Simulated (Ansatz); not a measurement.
Relaxation of Cl₂H₇Si₃ (12 atoms, charge 0, multiplicity 2), to a largest force component of 0.03 eV/Å in at most 50 steps.

All numbers below come from Ansatz 0.2.0, UKS PBE0/6-31G*.

```xyz
12
Properties=species:S:1:pos:R:3:forces:R:3
Si -0.037 0.009 -0.066 0.02 -0.03 0.44
Cl -0.004 -0.087 2.046 -0.01 0.02 -0.62
Cl 1.929 0.124 -0.732 0.01 0.00 -0.01
Si -1.115 1.994 -0.678 -0.06 0.06 -0.02
H -2.563 1.880 -0.329 0.08 0.02 -0.02
H -0.499 3.137 0.056 -0.03 -0.04 -0.04
H -0.972 2.189 -2.153 -0.01 -0.01 0.11
Si -0.974 -1.990 -0.856 -0.07 -0.09 -0.03
H -2.146 -2.344 0.006 0.11 0.03 -0.11
H -1.437 -1.777 -2.265 0.05 -0.04 0.13
H 0.052 -3.075 -0.817 -0.11 0.09 0.01
H 0.033 -0.060 4.620 0.00 0.00 0.16
```

**Question.** Where does it end, and by what steps?

**Answer.** The forces met the threshold. The force dipped under the threshold on the way, but the program's further checks kept it going. After 9 steps the energy has fallen by 0.069 eV; H12 moved furthest, 0.84 Å.

| step | energy less start (eV) | largest force component (eV/Å) | accepted |
| --- | --- | --- | --- |
| 0 | 0.0000 | 0.615 | yes |
| 1 | -0.0189 | 0.236 | yes |
| 2 | -0.0414 | 0.188 | yes |
| 3 | -0.0473 | 0.106 | yes |
| 4 | -0.0590 | 0.194 | yes |
| 5 | -0.0640 | 0.110 | yes |
| 6 | -0.0675 | 0.009 | yes |
| 7 | -0.0688 | 0.014 | yes |
| 8 | -0.0690 | 0.045 | yes |
| 9 | -0.0693 | 0.014 | yes |

```xyz
12
Properties=species:S:1:pos:R:3
Si -0.029 0.014 -0.170
Cl 0.115 -0.114 1.901
Cl 1.896 0.162 -0.947
Si -1.164 1.997 -0.689
H -2.542 1.929 -0.127
H -0.434 3.154 -0.106
H -1.242 2.137 -2.171
Si -0.962 -1.987 -0.953
H -2.338 -2.127 -0.399
H -1.032 -1.942 -2.441
H -0.119 -3.133 -0.518
H 0.115 -0.091 5.453
```

Whether the end is a true minimum wasn't checked by a vibrational analysis.

Run time: 45 s on 4 threads of Arm Neoverse V1, on a shared host, peak memory 0.43 GiB.
